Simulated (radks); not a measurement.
C, 6 electrons, occupied as [He] 2s2 2p2. All-electron calculation, scalar-relativistic Kohn-Sham, PBEsol, spin-polarised, spherical densities, finite nucleus; open shells are filled with parallel spins first; Fermi nuclear charge, rms radius 2.4702 fm. Program: a radial shooting solver on a logarithmic mesh with Libxc functionals.

X-ray form factor f0, the Fourier transform of the density (f0(0) = 6):

| sin(theta)/lambda (1/angstrom) | f0 (electrons) |
|---|---|
| 0.05 | 5.749 |
| 0.1 | 5.111 |
| 0.15 | 4.323 |
| 0.2 | 3.577 |
| 0.25 | 2.967 |
| 0.3 | 2.510 |
| 0.4 | 1.957 |
| 0.5 | 1.687 |
| 0.6 | 1.534 |
| 0.8 | 1.315 |
| 1 | 1.106 |
| 1.25 | 0.859 |
| 1.5 | 0.653 |
| 2 | 0.371 |
